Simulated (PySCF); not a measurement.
# Electron correlation in Rh+ (rhodium, charge +1)

[Kr] 4d7 5s1, high-spin 5F determinant (an excited configuration). Calculation: PySCF 2.14, in x2c-TZVPPall (8s6p6d2f1g, 79 functions); the spin-free X2C one-electron Hamiltonian (Gaussian nucleus). Frozen: [Ar] 3d10; 16 electrons correlated.

MP2 pair energies summed by pair of shells (mhartree):

```csv
pair,energy,share (%)
4p-4d,-168.96,35.3
4d-4d,-153.43,32.0
4p-4p,-57.98,12.1
4d-5s,-30.05,6.3
4s-4p,-27.13,5.7
4s-4d,-26.24,5.5
4p-5s,-9.96,2.1
4s-4s,-4.40,0.9
4s-5s,-0.74,0.2
```

Total MP2 correlation energy: -478.90 mhartree.

Same-spin part -161.66 and opposite-spin part -317.24 mhartree; SCS-MP2 scales them by 1/3 and 6/5 to -434.57 mhartree.

This basis was not built for core-valence correlation, so the inner-shell part is incomplete.
